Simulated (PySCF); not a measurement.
Labels have come off several samples. The candidates:

A. SMILES C=C(C#CC#N)NC(C)=O
B. `C(COCC)(N)=O`
C. 4-methylpyridazine
D. SMILES ClC[SiH]1[SiH2][SiH2][SiH2]1

Spectrum 1. ¹H NMR (300 MHz, computed): δ 6.07 (br, 1H), 5.34 (m, 1H), 5.21 (m, 1H), 1.96 (s, 3H). ¹³C{¹H} NMR (computed): δ 166.9 (C), 130.5 (C), 113.9 (CH2), 111.8 (C), 83.3 (C), 76.8 (C), 24.2 (CH3).

Spectrum 2. ¹H NMR (300 MHz, computed): δ 5.08 (m, 1H), 4.40 (m, 2H), 4.24 (m, 2H), 4.23 (m, 1H), 4.17 (m, 1H), 3.30 (d, 2H). ¹³C{¹H} NMR (computed): δ 33.9 (CH2).

Spectrum 3. ¹H NMR (300 MHz, computed): δ 6.28 (br, 1H), 4.58 (br, 1H), 3.91 (s, 2H), 3.64 (q, J = 7.3 Hz, 2H), 1.34 (t, J = 7.3 Hz, 3H). ¹³C{¹H} NMR (computed): δ 169.4 (C), 74.9 (CH2), 70.7 (CH2), 18.0 (CH3).

Spectrum 4. ¹H NMR (300 MHz, computed): δ 9.49 (s, 1H), 9.44 (d, 1H), 7.25 (d, 1H), 2.43 (s, 3H). ¹³C{¹H} NMR (computed): δ 156.9 (CH), 155.0 (CH), 140.8 (C), 130.3 (CH), 20.8 (CH3).

Single conformer, no solvent model, relativity neglected, fast rotation and ring inversion assumed for equivalent nuclei. PBE0/pcSseg-1 with gauge-including orbitals; B3LYP/pcJ-1 coupling constants (spin–dipole term left out of most H,H and C,H couplings); GFN2-xTB geometry; PySCF 2.14.

References, each an isolated molecule treated in the same way: ¹H, ¹³C against TMS. Multiplet labels drop J under 1 Hz and among equivalent protons, and merge close values. Unscaled 3J(H,H) run several per cent high. Where no couplings were computed, multiplicities follow the n + 1 count of equivalent neighbours, and m marks all less simple cases (inequivalent or close neighbours, rings, F or P nearby). Acid and N–H amide carbonyl carbons lie up to 10 ppm further downfield in solution (hydrogen bonding). Shifts are as computed. Against solution values, carbons near 30 ppm lie about +3 ppm off and those near 130 ppm about +5 ppm; carbons on Cl a further +6 ppm (rms about the fit 2.1 ppm; single classes can miss by 10 ppm). Of 1328 compounds with measured shifts, 309 miss one by over three times the rms of a fit or turn the order of signals round; such compounds aren't used in these exercises. Signals without a measured value on file couldn't be tested in this way; 1H shifts scatter by 0.2 ppm about their fit, and single ones miss by 0.5 ppm. Groups on amide-type nitrogens are kept apart (slow C–N rotation). Carbons bonded to Cl come out too deshielded. OH and NH positions are gas-phase values without hydrogen bonding to other molecules.

Q: Which spectrum belongs to which compound?

A: 1–A, 2–D, 3–B, 4–C.

- Spectrum 1 (A): 7 ¹³C signals; δC 166.9 is an amide carbonyl carbon; δC 130.5 is an alkene carbon bearing nitrogen.
- Spectrum 2 (D): a single ¹³C signal, at 33.9 ppm (sp3 CH2 bonded to Cl and Si); δH 3.30 is the hydrogen on an sp3 CH2 bonded to Cl and Si; δH 5.08 is the hydrogen on a silicon bonded to C, 2 Si, in a 4-membered ring.
- Spectrum 3 (B): 4 ¹³C signals; δC 169.4 is an amide carbonyl carbon; δC 74.9 is an sp3 CH2 bonded to O, α to a carbonyl.
- Spectrum 4 (C): 5 ¹³C signals; δC 156.9 is an aromatic CH next to a ring nitrogen; δC 155.0 is an aromatic CH next to a ring nitrogen.
